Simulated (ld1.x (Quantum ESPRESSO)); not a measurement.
What one change does to a pseudopotential (caesium (Cs), TM)

Cs, norm-conserving Troullier–Martins (Kleinman–Bylander form), made with ld1.x (Quantum ESPRESSO) 7.5 (BLYP, fully relativistic). Core [Kr] 4d10, reference 5s2 5p6 5d0 6s1 6p0. Waves: 5s (bound): rc 2.50 bohr; 5p (bound): rc 3.10 bohr; 5d (bound, empty): rc 4.20 bohr. Local part: all-electron potential smoothed inside 3.80 bohr (lloc = -1). Core correction: none.

Open shells are filled in proportion to 2j + 1 (rel_dist='average').

Occupied shells without a wave of their own: 6s. They enter only through the test configuration that unscreens the potential.

All-electron outer shells of the reference configuration (BLYP, scalar-relativistic, ld1.x):

```csv
shell,level (eV),outermost node (bohr),outermost maximum (bohr)
4p,-160.44,0.35,0.67
4d,-73.95,0.33,0.72
5s,-26.50,0.82,1.54
5p,-13.25,0.89,1.79
6s,-2.02,2.11,4.68
6p,-0.63,2.62,6.81
5d,-0.28,1.06,3.64
```

Change: local potential all-electron potential smoothed inside 2.46 bohr (lloc = -1).

Cutoffs: the cutoffs (Ry, on a coarse ladder) from which the occupation-weighted sum of valence levels, in a spherical-Bessel basis at the reference potential, stays within 10 and 1 mRy of its value at 400 Ry; they do not see the model core or the augmentation charge, which bear on the density cutoff. Errors are all-electron minus pseudo energies relative to the spin-unpolarised reference configuration.

Task: What does the change do?

Result: The potential gets neither clearly harder nor softer (15 Ry and 30 Ry → 15 Ry and 30 Ry); of the 7 tests that both files solve, the error grows in 5 and shrinks in 1 by more than 15 % and 0.3 meV (median size 44.8 → 54.1 meV); neither file shows a bound ghost.

```tsv
quantity	base	changed
cutoff, loose	15 Ry	15 Ry
cutoff, tight	30 Ry	30 Ry
bound ghosts	none	none
largest miss of a reference level, eV	0.02	0.05
error for 5s2 5p6 5d0 6s0 6p0, meV [ΔE 3.88 eV]	-45	-93
error for 5s2 5p6 5d0 6s0.5 6p0, meV [ΔE 1.46 eV]	-15	-36
error for 5s2 5p6 5d0 6s0 6p1, meV [ΔE 1.46 eV]	-46	-54
error for 5s2 5p6 5d1 6s0 6p0, meV [ΔE 1.72 eV]	-22	-55
error for 5s2 5p5 5d0 6s1 6p0, meV [ΔE 17.66 eV]	+48	+38
error for 5s2 5p6 5d0.5 6s0.5 6p0, meV [ΔE 0.86 eV]	-11	-27
error for 5s1 5p6 5d0 6s1 6p0, meV [ΔE 31.44 eV]	+56	+59
s: phases at 4.53 bohr within 0.05 rad from the reference energy up to (Ry; the scan ends near 5)	n/a	n/a
p1/2: phases at 4.53 bohr within 0.05 rad from the reference energy up to (Ry; the scan ends near 5)	0.0	0.1
p3/2: phases at 4.53 bohr within 0.05 rad from the reference energy up to (Ry; the scan ends near 5)	0.1	0.2
d3/2: phases at 4.53 bohr within 0.05 rad from the reference energy up to (Ry; the scan ends near 5)	0.9	1.1
d5/2: phases at 4.53 bohr within 0.05 rad from the reference energy up to (Ry; the scan ends near 5)	1.0	1.1
```
